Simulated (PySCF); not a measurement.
A compound of formula C18H14BN has these computed shifts in ppm, with the number of atoms in brackets (GIAO PBE/pcSseg-1, gas phase, PySCF SCF with an in-house response code, fitting set def2-universal-JFIT, grid level 2, non-relativistic, on the GFN2-xTB geometry; 11B against isolated BF3·OEt2; 13C, 1H against isolated TMS; 15N against isolated NH3).

1H: 8.22 (1), 7.48 (1), 7.41 (1), 7.39 (1), 7.16 (1), 7.16 (1), 7.15 (1), 7.14 (1), 7.06 (1), 6.80 (1), 6.77 (1), 6.46 (1), 6.34 (1), 5.77 (1)
13C: 155.1 (1), 153.6 (1), 151.0 (1), 143.0 (1), 142.8 (1), 142.3 (1), 142.3 (1), 140.0 (1), 139.5 (1), 137.7 (1), 134.3 (1), 132.2 (1), 130.5 (1), 129.5 (1), 129.3 (1), 127.8 (1), 117.5 (1), 116.1 (1)
15N: 221.6 (1)
11B: 26.7 (1)

(1) Which structure gave them?

Answers

(1) B1C2=C(C=C3C=CC=CN13)/C=C\C=C/c1ccccc12. Other isomers were not compared.
